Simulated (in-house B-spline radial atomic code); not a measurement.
Settings and results of a run for Ar⁶⁺. Computed with an all-electron radial atomic-structure program (B-spline basis): scalar-relativistic (X2C) RPBE, spin-polarised, spherical fractional occupations, Fermi nucleus of rms radius 3.4274 fm.

Command:
```bash
python run_scf.py task.json out
```
Settings (nuclear radius in fm, mass in u):
```
Z                18
configuration    [Ne] 3s2
hamiltonian      x2c
method           rpbe,pbe
spin_polarised   True
nucleus          fermi
rms_radius       3.4274
atomic_mass      39.96238
speed_of_light   137.035999084
```

Output (hartree, bohr):
```
 radial grid: 66 intervals, B-splines of order 8, outer radius 10.2985 bohr

 iter        energy (Eh)    residual
    1        -512.529514    7.65e-01
    2        -517.375938    2.72e-01
    3        -517.906354    9.38e-02
    4        -517.971920    3.12e-02
    5        -517.979375    1.07e-02
    6        -517.980352    1.83e-04
    7        -517.980352    8.60e-06
    8        -517.980352    1.12e-07

 total energy                      -517.98035
 kinetic                             521.2856
 electron-nucleus                  -1184.9442
 Hartree                             173.5820
 exchange-correlation                -27.9038

 orbital      occ     eigenvalue          <r>       <r^2>       <1/r>       r_max
 1s up      1.000      -119.0138     0.085463  0.00984013     17.8244     0.05581
 1s down    1.000      -119.0138     0.085463  0.00984013     17.8244     0.05581
 2s up      1.000       -15.0624     0.410733    0.199913     3.59443      0.3374
 2s down    1.000       -15.0624     0.410733    0.199913     3.59443      0.3374
 2p up      3.000       -12.6148      0.37253    0.171923      3.4816      0.2795
 2p down    3.000       -12.6148      0.37253    0.171923      3.4816      0.2795
 3s up      1.000        -4.2600      1.18765      1.6043     1.18553       1.077
 3s down    1.000        -4.2600      1.18765      1.6043     1.18553       1.077
```

Run time, properties included: 0.28 s on 1 thread of Intel(R) Xeon(R) Platinum 8175M CPU @ 2.50GHz (shared host).
